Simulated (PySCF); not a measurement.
Sn²⁺: excitation energy

Sn²⁺ [Kr] 4d10 5s2 (1S) → Sn²⁺ [Kr] 4d9 5s2 6s1 (3D), as a difference of total energies. All numbers are calculated (PySCF 2.14, the spin-free X2C one-electron Hamiltonian (Gaussian nucleus), in aug-cc-pwCVTZ-DK3 with one added diffuse shell each of s, p, d, f type (11s10p8d5f1g, 125 functions)). Correlated levels: valence and next inner shell: [Ar] 3d10 frozen. The calculations carry no spin-orbit coupling.

```json
{"method": "UHF", "excitation energy (eV)": "37.113"}
{"method": "LDA", "excitation energy (eV)": "37.935"}
{"method": "PBE", "excitation energy (eV)": "37.611"}
{"method": "PBE0", "excitation energy (eV)": "37.783"}
{"method": "r2SCAN", "excitation energy (eV)": "38.076"}
{"method": "TPSSh", "excitation energy (eV)": "37.710"}
{"method": "PW91", "excitation energy (eV)": "37.660"}
{"method": "revPBE", "excitation energy (eV)": "37.571"}
{"method": "MP2 (valence and next inner shell)", "excitation energy (eV)": "38.148"}
{"method": "SCS-MP2 (valence and next inner shell)", "excitation energy (eV)": "37.995"}
```

**Question.** How much does correlation contribute at MP2 (valence and next inner shell)?

**Answer.** 38.148 − (37.113) = 1.035 eV, measured against UHF.

A first-order spin-orbit estimate (lowest level to lowest level, LS coupling) adds -0.429 eV.

The upper state lies above the first ionisation limit, where it may autoionise and the basis confines it. A Rydberg-like electron needs more diffuse functions than a valence basis has.

The promoted electron is Rydberg-like, and one or two diffuse shells describe it only roughly, which tends to raise the upper state.
